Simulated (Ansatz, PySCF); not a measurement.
Species: sum formula SiOBr, charge 0, multiplicity 2. It need not be the lowest isomer of its formula. SMILES: O=[Si]Br
Geometry from a B3LYP-D3(BJ)/def2-TZVP (Ansatz, a first-principles code) optimisation:
```xyz
3

Si     1.2025    -0.3392    -0.2212
O      1.7514    -0.1053    -1.6256
Br    -0.8813     0.1597     0.4601
```
Charge 0, spin multiplicity 2.

Wanted: atomisation energy (electronic, to ground-state atoms), in eV. Cores are frozen in the correlated levels unless marked. Open shells are spin-unrestricted. No spin-orbit coupling. Frozen are the shells of the preceding noble gas and the d and f shells that filled before the atom's block. Non-relativistic. FCI takes restricted orbitals. The coupled-cluster limit lacks core correlation, which all-electron functionals hold. Basis-set limits of correlation are two-point, X^-3; Hartree-Fock from the larger set. The bracket is a focal-point correction in the basis named.

```tsv
level	program	atomisation energy (eV)
HF-D4/def2-TZVPD	PySCF + dftd4	5.80
RI-MP2/CBS(def2-TZVPPD,def2-QZVPPD)	Ansatz	10.32
SCS-MP2/def2-TZVPP	Ansatz	9.47
CCSD/6-31G	Ansatz	5.60
CCSD(T)/def2-SVP	Ansatz	8.32
FCI/STO-3G	Ansatz	7.85
RI-MP2/CBS(def2-TZVPPD,def2-QZVPPD)+[CCSD(T)-MP2]/def2-TZVPPD	Ansatz	9.60
```
